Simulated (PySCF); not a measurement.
FNa. Atoms are numbered in the order given.

```xyz
2

Na     0.0000     0.0000    -0.8710
F      0.0000     0.0000     1.0646
```
Charge 0, spin multiplicity 1.

Geometry optimised at B3LYP-D3(BJ)/def2-TZVPD.

These are PySCF with TDDFT-PBE/def2-TZVPD values and carry that method's errors.

Vertical excitations; the highest root listed may be one member of a degenerate set. Gas-phase values at a fixed geometry. State labels are in the subgroup C2v.

Q: Give excitation energies, oscillator strengths and character. (The exact figures need the calculation; the answer reports its results.)

A: 
```csv
state,symmetry,energy (eV),λ (nm),f,main pairs
S1,B1,3.09,401,0.007,HOMO−1→LUMO (degenerate set)
S2,B2,3.09,401,0.007,HOMO→LUMO (degenerate set)
S3,A1,3.51,353,0.054,HOMO−2→LUMO 98 %
S4,A2,5.02,247,0.000,"HOMO−1→LUMO+2, HOMO→LUMO+1 (degenerate set)"
S5,A1,5.02,247,0.000,"HOMO−1→LUMO+1, HOMO→LUMO+2 (degenerate set)"
S6,A2,5.03,246,0.000,"HOMO→LUMO+1 50 %, HOMO−1→LUMO+2 50 %"
S7,A1,5.19,239,0.013,"HOMO→LUMO+2 48 %, HOMO−1→LUMO+1 48 %"
S8,B1,5.23,237,0.012,HOMO−2→LUMO+1 (degenerate set)
S9,B2,5.23,237,0.012,HOMO−2→LUMO+2 (degenerate set)
S10,B1,5.42,229,0.022,HOMO−1→LUMO+3 99 %
T1,B1,3.01,412,0,HOMO−1→LUMO (degenerate set)
T2,B2,3.01,412,0,HOMO→LUMO (degenerate set)
T3,A1,3.09,402,0,HOMO−2→LUMO 100 %
T4,A1,4.91,252,0,"HOMO−1→LUMO+1 50 %, HOMO→LUMO+2 50 %"
```
Triplets are in the Tamm–Dancoff approximation, which puts them higher than full response would, so one can lie above its singlet here.
